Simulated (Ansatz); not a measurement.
Abridged output of a molecular run in Ansatz:

```
Functional definition: HF
  name "HF"
  cite "Fock, Z. Phys. 61, 126 (1930) doi:10.1007/BF01340294"
  parent pbe
  exchange = exact_x
  correlation = 0
1809 factors; integrals over basis functions are off by at most 1.0e-3 eV
mean field evaluation 1: about -18144.2738 eV, gradient 5.0e1 eV
mean field evaluation 2: about -18144.4569 eV, gradient 5.0e1 eV
mean field evaluation 4: about -18150.2721 eV, gradient 4.9e0 eV
mean field evaluation 8: about -18150.3644 eV, gradient 2.5e-1 eV
mean field evaluation 16: about -18150.3649 eV, gradient 1.0e-6 eV
mean field -18150.36490477 eV, -667.0136074911 hartree, gradient 1.0e-6 eV, S^2 0.000000; 0 other end points of the search recorded, 0 dependent functions left out
13 core orbitals not correlated: weight in the atoms' cores, before any rotation towards them, 1.000 or more for the frozen orbitals, at most 0.000 for the correlated occupied ones
reference -18150.36490477 eV, -667.0136074911 hartree; 15, 15 occupied and 289, 289 virtual orbitals, 1809 factors
second order -21.16930288 eV of doubles, -0.00000000 eV of singles
cycle   1  -22.17688343 eV  change    -1.0e0 eV  update   9.6e-2
cycle   2  -22.74206055 eV  change   -5.7e-1 eV  update   2.9e-2
cycle   3  -22.83364568 eV  change   -9.2e-2 eV  update   1.3e-2
cycle   4  -22.82718880 eV  change    6.5e-3 eV  update   3.3e-3
cycle   5  -22.82679820 eV  change    3.9e-4 eV  update   1.6e-3
cycle   6  -22.82676161 eV  change    3.7e-5 eV  update   5.0e-4
cycle   7  -22.82663373 eV  change    1.3e-4 eV  update   1.9e-4
cycle   8  -22.82667258 eV  change   -3.9e-5 eV  update   6.6e-5
cycle   9  -22.82668041 eV  change   -7.8e-6 eV  update   1.9e-5
perturbative correction -0.84629877 eV, -0.0311009063 hartree
Total energy: -18174.03788395 eV, -667.8835734299 hartree
```

Its atoms:

Z-matrix (Å, degrees):
```
C
Al 1 1.949
H 1 1.095 2 111.0
H 1 1.093 2 113.1 3 121.2
H 1 1.095 2 110.8 3 -117.9
N 2 1.786 1 119.7 3 -124.2
H 2 1.585 1 123.4 3 55.6
Si 6 1.728 2 129.4 1 -178.7
H 6 1.013 2 116.2 1 0.1
C 8 1.869 6 113.1 2 -117.0
H 8 1.494 6 110.9 2 121.7
H 8 1.488 6 106.6 2 4.0
H 10 1.093 8 111.0 6 -60.2
H 10 1.093 8 111.0 6 60.0
H 10 1.094 8 110.6 6 -179.8
```

(1) Which basis set was used?
A. def2-QZVPP
B. def2-SVP
C. cc-pV(Q+d)Z
D. def2-TZVPP

(2) Write the keys of the input that set method, charge and spin (a neutral closed shell needs none for the last two).

Answers

(1) D. It gives 317 functions.

(2) 
```yaml
correlation: {method: ccsd_t}
```
